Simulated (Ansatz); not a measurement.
Isomers of C3H4Si. All species are isolated molecules in the gas phase. Strings in code marks are SMILES.

Quantity: electronic energy of isomers of C3H4Si relative to `C#C[SiH]=C`, in kJ/mol. The restricted reference of `C=C=C=[SiH2]`, `[SiH2]=C1C=C1`, `C#C[SiH]=C` and `C#CC=[SiH2]` is unstable towards unrestricted orbitals.

Level 1: frozen-core CCSD(T)/6-31g // B3LYP-D3(BJ)/def2-TZVP (Ansatz, a first-principles code)
Level 2: B3LYP/cc-pVTZ // B3LYP-D3(BJ)/def2-TZVP (Ansatz)
Level 3: CAM-B3LYP/cc-pVTZ // B3LYP-D3(BJ)/def2-TZVP (Ansatz)
Level 4: r2SCAN0/cc-pVTZ // B3LYP-D3(BJ)/def2-TZVP (Ansatz)

| species | level 1 | level 2 | level 3 | level 4 |
|---|---|---|---|---|
| `C=[si]1cc1` | 131.8 | 58.5 | 50.3 | 32.54 |
| `[SiH2]=C1C=C1` | 181.8 | 119.6 | 121.3 | 101.7 |
| `C=C=C=[SiH2]` | 34.77 | 13.56 | 26.02 | 17.70 |
| `C#CC=[SiH2]` | 25.20 | 27.01 | 29.59 | 28.15 |
